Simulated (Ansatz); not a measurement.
Ansatz (an electronic-structure program) input (CCSD(T)/aug-cc-pV(D+d)Z):
A basis named .json is the Basis Set Exchange file of that set.

Ansatz 0.2 input:
```yaml
crystal:
  periodic: [false, false, false]
  atoms:
    - {symbol: Si, position_ang: [-0.01738732, -0.32762436, 0.01169695]}
    - {symbol: F, position_ang: [0.02302615, -1.21553728, 1.31346682]}
    - {symbol: F, position_ang: [-0.15634775, -1.29660324, -1.22377760]}
    - {symbol: Cl, position_ang: [-1.62266252, 0.89234890, 0.08620541]}
    - {symbol: Cl, position_ang: [1.70756351, 0.70741615, -0.14332072]}
basis:
  gaussian:
    orbitals: aug-cc-pV_D+d_Z.json
magnetization: {spin_polarized: false}
correlation: {method: ccsd_t, electrons: outside_noble_gas}
output: {forces: true}
```

End of the output:

```
integrals: 0.36 GiB planned
1366 factors; integrals over basis functions are off by at most 2.4e-4 eV
0.81 GiB of device memory are held for the factors and their scratch space
mean field: 0.89 GiB planned
mean field evaluation 1: about -38286.5377 eV, gradient 3.6e1 eV
mean field evaluation 2: about -38286.7212 eV, gradient 3.7e1 eV
mean field evaluation 4: about -38289.1315 eV, gradient 2.0e0 eV
mean field evaluation 8: about -38289.1592 eV, gradient 1.9e-1 eV
mean field evaluation 16: about -38288.1016 eV, gradient 2.2e1 eV
mean field -38289.15935963 eV, -1407.1006531421 hartree, gradient 3.6e-6 eV, S^2 0.000000; 0 other end points of the search recorded, 0 dependent functions left out
17 core orbitals not correlated
reference -38289.15935963 eV, -1407.1006531421 hartree; 16, 16 occupied and 109, 109 virtual orbitals, 1366 factors
densities: 4.31 GiB planned
second order -21.67841393 eV of doubles, -0.00000000 eV of singles
coupled cluster: 1.51 GiB planned
cycle   1  -21.94227171 eV  change   -2.6e-1 eV  update   1.0e-1
cycle   2  -22.35322106 eV  change   -4.1e-1 eV  update   2.8e-2
cycle   3  -22.45402104 eV  change   -1.0e-1 eV  update   1.4e-2
cycle   4  -22.44958803 eV  change    4.4e-3 eV  update   2.5e-3
cycle   5  -22.44679309 eV  change    2.8e-3 eV  update   9.2e-4
cycle   6  -22.44684686 eV  change   -5.4e-5 eV  update   2.4e-4
cycle   7  -22.44680674 eV  change    4.0e-5 eV  update   7.4e-5
cycle   8  -22.44678338 eV  change    2.3e-5 eV  update   2.0e-5
cycle   9  -22.44678852 eV  change   -5.1e-6 eV  update   6.2e-6
perturbative correction -0.61354809 eV, -0.0225474763 hartree
the calculation of the forces begins
0.81 GiB of device memory are held for the factors and their scratch space
Total energy: -38312.21969624 eV, -1407.9481048815 hartree
Atom 0 at    -0.017387    -0.327624     0.011697 Å, force     0.041606     0.783967    -0.027989 eV/Å
Atom 1 at     0.023026    -1.215537     1.313467 Å, force     0.020722    -0.529230     0.727061 eV/Å
Atom 2 at    -0.156348    -1.296603    -1.223778 Å, force    -0.079294    -0.574430    -0.687658 eV/Å
Atom 3 at    -1.622663     0.892349     0.086205 Å, force    -0.249498     0.174173     0.012074 eV/Å
Atom 4 at     1.707564     0.707416    -0.143321 Å, force     0.266464     0.145521    -0.023488 eV/Å
Dipole moment:     0.007709     0.145253    -0.005186 e Å
```
